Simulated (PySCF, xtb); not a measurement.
C₅H₈Si, SMILES C#C[C@@H]1C[C@@H]1[SiH3].

GFN2-xTB (xtb) at its own geometry gives an orbital gap of 5.60 eV and a dipole moment of 0.59 D.

Geometry optimised at ωB97X-D3(BJ)/def2-SVP. The structure was generated by enumeration; whether it is a known compound was not checked.

### Question
What does PySCF with HF/def2-TZVP give? (The exact figures need the calculation; the answer reports its results.)

### Answer
gap 13.39 eV (levels -9.91 and 3.47 eV), dipole 1.04 D.
